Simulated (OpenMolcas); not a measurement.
# Ag2+: moving the ligands

Ag2+ with its 6 nearest fluoride ions at 2.172 Å, on the Zn site of KZnF3 (a = 4.054 Å, distance in the model lattice 2.027 Å). The rest of the host is ab initio model potentials to 7.6 Å, with orthogonalisation functions on the cations behind the ligands, and point charges beyond; the distance is set by hand and nothing relaxes. Ligand basis ANO-RCC-VDZP.
```
Ag    0.0000    0.0000    0.0000
F     2.1720    0.0000    0.0000
F     0.0000    2.1720    0.0000
F    -2.1720    0.0000    0.0000
F     0.0000   -2.1720    0.0000
F     0.0000    0.0000    2.1720
F     0.0000    0.0000   -2.1720
```

| Property | Result |
| --- | --- |
| Program | OpenMolcas 26.06 |
| Method | CASSCF |
| Basis | ANO-RCC-VTZP [7s6p4d2f1g] |
| Scalar Hamiltonian | DKH2, point nucleus |
| Active space | 9 electrons in 5 orbitals (4d) |
| State averaging | 2S+1 = 2 even, 5 roots |
| Spin-orbit coupling | RASSI with atomic mean-field integrals over the reference wave functions |

Runs around this geometry, states (labels of O, the rotations of Oh). Energies in cm-1 above the lowest state or level, χT in cm3 K/mol; 10Dq is the gap between the two states.

```json
{"R (Å)": "2.027", "Ground state": "2E", "First state of that spin": "2T2 15004", "10Dq": "15004", "First gap with spin-orbit (degeneracies)": "13575 (4, 2)", "χT at 300 K": "0.532"}
{"R (Å)": "2.172", "Ground state": "2E", "First state of that spin": "2T2 10323", "10Dq": "10323", "First gap with spin-orbit (degeneracies)": "8990 (4, 2)", "χT at 300 K": "0.609"}
{"R (Å)": "2.25", "Ground state": "2E", "First state of that spin": "2T2 8530", "10Dq": "8530", "First gap with spin-orbit (degeneracies)": "7259 (4, 2)", "χT at 300 K": "0.658"}
```

Taking |10Dq| as R^-n, n = -ln(8530 / 15004) / ln(2.25 / 2.027) = 5.4 between the shortest and longest distance. The point-charge formula for a cubic d site gives n = 5.

An orbital doublet at a regular site is open to a Jahn-Teller distortion, which this geometry leaves out. With metal d orbitals alone the field can be off either way by tens of per cent. Ligand-to-metal charge-transfer states are missing. No measured value stands beside these numbers; the geometry was set by hand and not optimised.
